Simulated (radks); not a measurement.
Q: These are the eigenvalues of the occupied orbitals of an atom or ion with whole-number occupations (eV). All-electron calculation, scalar-relativistic Kohn-Sham, TASK exchange with Perdew-Wang LDA correlation, spin-polarised, spherical densities, finite nucleus; meta-GGA in the generalised Kohn-Sham scheme; Fermi nuclear charge, rms radius of each element as measured or else 0.836 A^(1/3) + 0.57 fm. Program: a radial shooting solver on a logarithmic mesh with Libxc functionals.

1s down: -69622.35
1s up: -69622.32
2s up: -12094.41
2s down: -12093.99
2p up: -10584.80
2p down: -10584.47
3s up: -2836.929
3s down: -2836.824
3p up: -2388.322
3p down: -2388.201
3d up: -1870.140
3d down: -1869.875
4s up: -633.4057
4s down: -633.1538
4p up: -485.4258
4p down: -485.2029
4d up: -296.6104
4d down: -296.3082
5p up: -95.0097
5p down: -91.0858
4f up: -86.2563
4f down: -85.4670
5d up: -48.8611

Which element is it, and in what charge state? The configuration may be excited. Open shells, if any, are filled with parallel spins first.

A: Z = 74, tungsten, charge +4: W4+ in [Kr] 4d10 4f14 5p6 5d4. The list shows which subshells hold electrons but not how many an open one holds; the 1s level, -2558.6 hartree, gives Z - s = 71.5 by -(Z - s)^2/2, which with screening and relativity narrows Z to a few neighbours, and the depths of the outer levels then fix element, charge and occupations together.
